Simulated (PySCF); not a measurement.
Atom-mapped SMILES (the numbers label the heavy atoms): `[CH3:1][NH:2][Si@:3]([NH2:4])([SiH3:5])[O:6][CH:7]([CH3:8])[CH3:9]`. Each H is labelled by its parent atom.

Computed data (PySCF): structure optimised with GFN2-xTB, shielding tensors at PBE0/pcSseg-1 (GIAO). Relativity neglected, a single conformation, fast rotation and ring inversion assumed for equivalent nuclei, isolated molecule.

Question: List the cross peaks expected in HSQC, COSY and HMBC spectra.

Answer: 

HSQC (one-bond C–H):
| δH | δC |
| --- | --- |
| 4.32 (H(C7)) | 65.9 (C7) |
| 2.60 (H(C1)) | 29.0 (C1) |
| 1.18 (H(C9)) | 28.0 (C9) |
| 1.17 (H(C8)) | 28.4 (C8) |

COSY cross peaks (H two or three bonds apart, from the bond graph; peaks can be absent where the dihedral angle is near 90°):
| δH | δH |
| --- | --- |
| 4.32 (H(C7)) | 1.18 (H(C9)) |
| 4.32 (H(C7)) | 1.17 (H(C8)) |

HMBC (two and three bonds, from the bond graph):
| δH | δC |
| --- | --- |
| 4.32 (H(C7)) | 28.4 (C8), 28.0 (C9) |
| 1.18 (H(C9)) | 65.9 (C7), 28.4 (C8) |
| 1.17 (H(C8)) | 65.9 (C7), 28.0 (C9) |

δ = σ(ref) − σ, references computed at the same level: ¹H (σref 31.72), ¹³C (σref 186.93) against TMS.

Short H···H contacts in this conformer between protons four or more bonds apart (candidates for NOE cross peaks, intensity ∝ r⁻⁶): H(C8)···H(C9) 2.56 Å.

Exchangeable OH/NH protons stand at their gas-phase positions; hydrogen bonding in a real sample shifts them, mostly to higher δ. Shifts are as computed. Against solution values, carbons near 30 ppm lie about +3 ppm off and those near 130 ppm about +5 ppm. Of 1211 compounds with measured shifts, 218 miss one by over three times the rms of a fit or turn the order of signals round; such compounds aren't used in these exercises.
